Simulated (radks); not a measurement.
Results of a calculation; reference values are marked as such.
Ionisation of Pb3+, [Xe] 4f14 5d10 6s1, to Pb4+, [Xe] 4f14 5d10, under several functionals. Scalar-relativistic Kohn-Sham, spin-polarised, spherical densities, point nucleus; open shells are filled with parallel spins first (spin-orbit coupling, left out, can overturn this in heavy ions); a radial shooting solver on a logarithmic mesh with Libxc functionals.

[
 {"functional": "exchange-only LDA", "E(Pb3+) (hartree)": "-20860.2655", "Exc (hartree)": "-365.8620", "IE (eV)": "42.157", "-e(HOMO) (eV)": "37.203", "<r> HOMO (bohr)": "2.102", "IE error (eV)": "-0.175"},
 {"functional": "Wu-Cohen GGA", "E(Pb3+) (hartree)": "-20878.6490", "Exc (hartree)": "-384.2761", "IE (eV)": "43.028", "-e(HOMO) (eV)": "38.085", "<r> HOMO (bohr)": "2.085", "IE error (eV)": "+0.696"},
 {"functional": "XLYP", "E(Pb3+) (hartree)": "-20882.1525", "Exc (hartree)": "-387.7466", "IE (eV)": "43.111", "-e(HOMO) (eV)": "38.001", "<r> HOMO (bohr)": "2.100", "IE error (eV)": "+0.778"},
 {"functional": "exchange-only PBE", "E(Pb3+) (hartree)": "-20875.0709", "Exc (hartree)": "-380.6410", "IE (eV)": "42.162", "-e(HOMO) (eV)": "37.145", "<r> HOMO (bohr)": "2.114", "IE error (eV)": "-0.171"},
 {"functional": "revPBE", "E(Pb3+) (hartree)": "-20880.4186", "Exc (hartree)": "-386.0577", "IE (eV)": "42.788", "-e(HOMO) (eV)": "37.838", "<r> HOMO (bohr)": "2.091", "IE error (eV)": "+0.456"},
 {"functional": "OLYP", "E(Pb3+) (hartree)": "-20887.2474", "Exc (hartree)": "-393.1420", "IE (eV)": "42.735", "-e(HOMO) (eV)": "37.767", "<r> HOMO (bohr)": "2.088", "IE error (eV)": "+0.403"},
 {"functional": "SOGGA", "E(Pb3+) (hartree)": "-20873.7711", "Exc (hartree)": "-379.4155", "IE (eV)": "42.858", "-e(HOMO) (eV)": "37.915", "<r> HOMO (bohr)": "2.087", "IE error (eV)": "+0.526"}
]

NIST Atomic Spectra Database: 42.333 eV (measured). Closest: exchange-only PBE. The Delta-SCF values span 0.95 eV, the total energies 26.98 hartree. The highest occupied level is 6s.
